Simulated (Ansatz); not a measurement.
Process, species as SMILES: Br (HBr) → Br atom + H atom
B3LYP-D3(BJ)/def2-TZVP geometries, fixed; electronic energies without zero-point terms.

Energies in hartree at MP2 with Ansatz (a first-principles code); the bond dissociation energy is their sum with the coefficients shown, times 627.509 kcal/mol a hartree. All functions are spherical. Cores are frozen (with 3d on Ga to Br). Open shells are unrestricted. No added dispersion term, no relativity.

```json
[
 {"species": "Br (HBr)", "coefficient": "-1", "part": "Hartree-Fock", "cc-pVDZ": "-2572.97016", "cc-pVTZ": "-2573.04826", "cc-pVQZ": "-2573.05155"},
 {"species": "Br (HBr)", "coefficient": "-1", "part": "correlation", "cc-pVDZ": "-0.12558", "cc-pVTZ": "-0.17356", "cc-pVQZ": "-0.19202"},
 {"species": "Br atom", "coefficient": "+1", "part": "Hartree-Fock", "cc-pVDZ": "-2572.36837", "cc-pVTZ": "-2572.44509", "cc-pVQZ": "-2572.44802"},
 {"species": "Br atom", "coefficient": "+1", "part": "correlation", "cc-pVDZ": "-0.09246", "cc-pVTZ": "-0.13333", "cc-pVQZ": "-0.14910"},
 {"species": "H atom", "coefficient": "+1", "part": "Hartree-Fock", "cc-pVDZ": "-0.49928", "cc-pVTZ": "-0.49981", "cc-pVQZ": "-0.49995"}
]
```

**Question.** Predict the bond dissociation energy in cc-pV5Z (X = 5): let each Hartree-Fock step shrink by the ratio of the last two, and fit each correlation energy at X = 3 and 4 to E + A/X^3. Compare with the run.

**Answer.** 
- Br (HBr): steps -0.07810 and -0.00329, ratio 0.042, so Hartree-Fock -2573.05169 (run: -2573.05194); A = (-0.17356 - (-0.19202))/(1/27 - 1/64) = 0.8621, correlation -0.19202 - A/64 + A/125 = -0.19859 (run: -0.20009).
- Br atom: steps -0.07672 and -0.00293, ratio 0.038, so Hartree-Fock -2572.44813 (run: -2572.44835); A = (-0.13333 - (-0.14910))/(1/27 - 1/64) = 0.7365, correlation -0.14910 - A/64 + A/125 = -0.15472 (run: -0.15631).
- H atom: steps -0.00053 and -0.00014, ratio 0.264, so Hartree-Fock -0.49999 (run: -0.49999).
Predicted 92.52 kcal/mol; the run in cc-pV5Z gives 92.48, a miss of 0.04. Keeping the value in cc-pVQZ, 91.93, would miss by -0.55. All sums are of the energies as printed.
